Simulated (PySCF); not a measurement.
Al(Me)(OSiH3)2 (CH9AlO2Si2), SMILES [CH3][Al]([O][SiH3])[O][SiH3]. Atoms are numbered in the order given.

```xyz
15

Al     0.3675     0.6016     0.5570
C      1.1535     1.9110     1.7505
H      1.8558     1.4551     2.4652
H      0.3715     2.4378     2.3231
H      1.6983     2.6810     1.1782
O     -0.7905     1.0708    -0.5951
Si    -1.9101     1.2092    -1.7968
H     -3.2395     1.5714    -1.2226
H     -2.0519    -0.0759    -2.5450
H     -1.5002     2.2731    -2.7602
O      0.8073    -1.0383     0.6219
Si     1.0325    -2.6635     0.4647
H     -0.2794    -3.3737     0.3953
H      1.7933    -3.1918     1.6351
H      1.8039    -2.9649    -0.7777
```

Geometry optimised at B3LYP-D3(BJ)/def2-SVP. The isomer is the one that the SMILES or the coordinates give; other isomers of the formula were not compared. One conformer was computed; it need not be the lowest.

These are PBE0/pcSseg-1 (PySCF) values and carry that method's errors.

GIAO shieldings, no solvent; atoms listed in one row are averaged. δ = σ(ref) − σ: ¹³C against TMS (σ = 186.3 ppm); ¹H against TMS (σ = 31.56 ppm); ¹⁷O against H2O (σ = 334.2 ppm); ²⁹Si against TMS (σ = 352.7 ppm), references at their B3LYP-D3(BJ)/def2-TZVP geometries, non-relativistic.

Question: Estimate the chemical shifts. (An estimate is asked for; the answer gives what the named calculation found.)

Answer: 
```tsv
nucleus	atoms	count	δ (ppm)
¹³C	C2	1	-15.8
¹H	H8, H9, H10, H13, H14, H15	6	5.39
¹H	H3, H4, H5	3	-0.09
¹⁷O	O11	1	36.7
¹⁷O	O6	1	35.4
²⁹Si	Si7, Si12	2	-41.9
```
